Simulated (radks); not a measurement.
Results of a calculation; reference values are marked as such.
Initial-state core-level shifts of neutral tellurium when its valence configuration changes from [Kr] 4d10 5s2 5p4. Code: a radial shooting solver on a logarithmic mesh with Libxc functionals. Model: scalar-relativistic Kohn-Sham, r2SCAN, spin-polarised, spherical densities, finite nucleus; open shells are filled with parallel spins first (spin-orbit coupling, left out, can overturn this in heavy ions); meta-GGA in the generalised Kohn-Sham scheme; Fermi nuclear charge, rms radius 4.7423 fm. Shifts are changes of the shell-averaged eigenvalues in eV (positive: less bound); the change of the density at the nucleus, which sets a Mossbauer isomer shift, is in e/bohr^3, on a base of 2.349e+05.

valence,1s,3s,3p,3d,density at nucleus
4d8 5s2 5p6,-18.003,-18.107,-18.110,-18.271,+50.33
4d10 5s1 5p5,-1.558,-1.537,-1.538,-1.538,-56.57
4d9 5s2 5p5,-8.934,-8.998,-9.000,-9.074,+24.33
4d10 5s1.5 5p4.5,-0.776,-0.766,-0.766,-0.766,-28.35
4d9.5 5s2 5p4.5,-4.454,-4.489,-4.489,-4.525,+11.95
4d9 5s1 5p6,-10.397,-10.442,-10.444,-10.519,-37.01
4d9 5s1.5 5p5.5,-9.664,-9.719,-9.720,-9.796,-6.41
